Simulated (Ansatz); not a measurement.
Reaction (redistribution): `C[CH2][Ge][NH2]` + `CCB(S)Cl` → `C[CH2][Ge][CH2]C` + `NB(S)Cl`

Gas-phase electronic energies from Ansatz, PBE0-D4/def2-TZVP geometries. CCSD(T)/CBS is the MP2 limit (def2-TZVPP, def2-QZVPP) plus CCSD(T) − MP2 in def2-TZVPP, frozen cores. This one scheme is used for every species. For Ge outer-core shells are correlated without core-valence functions, which leaves a few kJ/mol of doubt a bond. Scalar relativity is left out up to krypton. One conformer a species, not always the lowest.

```csv
species,CCSD/CBS(def2) energy (Eh)
`C[CH2][Ge][NH2]`,-2211.10400
`CCB(S)Cl`,-962.11049
`C[CH2][Ge][CH2]C`,-2234.27114
`NB(S)Cl`,-938.94482
```

Problem. Work out ΔE.

Solution. ΔE = (-2234.27114) + (-938.94482) − (-2211.10400) − (-962.11049) = -0.00147 Eh = -3.9 kJ/mol. CCSD(T)/CBS gives -1.8 kJ/mol.

Problem. What do rigid-rotor, harmonic-oscillator terms from PBE0-D4/def2-TZVP frequencies (298.15 K, 1 bar) make of the CCSD(T)/CBS value? (An estimate is asked.)

Solution. Ansatz gave: ΔZPE = -0.5 kJ/mol, ΔH = -2.1 kJ/mol, ΔS = -10 J/(mol·K), ΔG = +1.1 kJ/mol. Modes under 50 cm⁻¹ make the entropy rough.

Largest T1 diagnostic among the species: 0.013.

From r2SCAN to r2SCAN0 (25 % exact exchange), in def2-TZVPP and without D4, ΔE moves by −4.6 kJ/mol. Leaving LDA and LC-ωPBE aside and taking each functional with its dispersion term where it has one, the values, not all of them listed here, spread over 9.1 kJ/mol, from BHLYP-D4 to B97M-V. LDA lies −3.3 kJ/mol from PBE without D4. In def2-TZVPP, CCSD(T) changes the Hartree–Fock value by +3.7 kJ/mol (the triples alone add +2.1 kJ/mol) and MP2 by +4.5 kJ/mol.
